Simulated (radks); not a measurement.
Problem. The mean radii <r> (bohr) of the occupied orbitals of an atom or ion are listed with their occupations. Calculated with a radial shooting solver on a logarithmic mesh with Libxc functionals: scalar-relativistic Kohn-Sham, BLYP, spin-polarised, spherical densities, finite nucleus; Fermi nuclear charge, rms radius of each element as measured or else 0.836 A^(1/3) + 0.57 fm.

| orbital | occ. | <r> |
|---|---|---|
| 1s up | 1 | 0.04148 |
| 1s down | 1 | 0.04148 |
| 2s up | 1 | 0.1834 |
| 2s down | 1 | 0.1834 |
| 2p up | 3 | 0.1599 |
| 2p down | 3 | 0.1599 |
| 3s up | 1 | 0.5224 |
| 3p up | 3 | 0.5287 |
| 3p down | 3 | 0.5295 |
| 3d up | 5 | 0.5256 |
| 3d down | 5 | 0.5266 |

Name the element and its charge. Open shells, if any, are filled with parallel spins first.

Solution. Z = 36, krypton, charge +9: Kr9+ in [Ne] 3s1 3p6 3d10. The 1s radius gives Z: for a bare nucleus <r> = (2 gamma + 1)/(2Z) with gamma = sqrt(1 - (Z/c)^2), 0.04069 bohr for Z = 36, and screening makes it slightly larger (0.04148 here). The occupations add up to 27, and the charge is Z minus that.
